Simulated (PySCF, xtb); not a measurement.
F₃In, SMILES [F][In-]([F])[F], charge -1, multiplicity 2.

Harmonic wavenumbers (cm⁻¹) from GFN2-xTB run with xtb at its own minimum, in rising order: 26, 74, 74, 228, 228, 232.

Question: What does PBE-D3(BJ)/def2-SVPD (PySCF 2.14.0) give at its own minimum? (An estimate is asked for; the answer gives what the named calculation found.)

Answer: 114, 114, 135, 430, 437, 437. Paired by order, the mean absolute difference is 135 cm⁻¹ and the zero-point energies are 1.2 and 2.4 kcal/mol.
